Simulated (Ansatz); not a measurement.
System: ZrO₂ (charge +1, doublet). SMILES of the parent species: [O]=[Zr]=[O]

Atoms: Zr1, O2, O3. Bonds: Zr1-O2, Zr1-O3.

Bond lengths (Å) and angles (degrees) optimised at PBE/6-31G* with LANL2DZ past Ar with Ansatz (a program for electronic structure); B3LYP/LANL2DZ with Ansatz; B3LYP/6-31G* with LANL2DZ past Ar with Ansatz; MP2/6-31G* with LANL2DZ past Ar with Ansatz, each started from the B3LYP-D3(BJ)/def2-TZVP structure (Ansatz) of the last column. A row stands for all coordinates that are equal there. 6-31G* holds six Cartesian d functions. No wavenumbers were computed at PBE/6-31G* with LANL2DZ past Ar, B3LYP/LANL2DZ, MP2/6-31G* with LANL2DZ past Ar, so these may be saddle points.

```json
[
 {"coordinate": "Zr1-O2", "PBE/6-31G* with LANL2DZ past Ar": "1.813", "B3LYP/LANL2DZ": "1.825", "B3LYP/6-31G* with LANL2DZ past Ar": "1.806", "MP2/6-31G* with LANL2DZ past Ar": "1.725", "B3LYP-D3(BJ)/def2-TZVP": "1.749"},
 {"coordinate": "Zr1-O3", "PBE/6-31G* with LANL2DZ past Ar": "1.813", "B3LYP/LANL2DZ": "1.826", "B3LYP/6-31G* with LANL2DZ past Ar": "1.810", "MP2/6-31G* with LANL2DZ past Ar": "1.984", "B3LYP-D3(BJ)/def2-TZVP": "1.834"},
 {"coordinate": "O2-Zr1-O3", "PBE/6-31G* with LANL2DZ past Ar": "93.5", "B3LYP/LANL2DZ": "94.6", "B3LYP/6-31G* with LANL2DZ past Ar": "93.9", "MP2/6-31G* with LANL2DZ past Ar": "102.0", "B3LYP-D3(BJ)/def2-TZVP": "95.8"}
]
```

Mean signed difference of all 2 bond lengths from B3LYP-D3(BJ)/def2-TZVP: PBE/6-31G* with LANL2DZ past Ar 0.021 Å, B3LYP/LANL2DZ 0.034 Å, B3LYP/6-31G* with LANL2DZ past Ar 0.017 Å, MP2/6-31G* with LANL2DZ past Ar 0.063 Å.
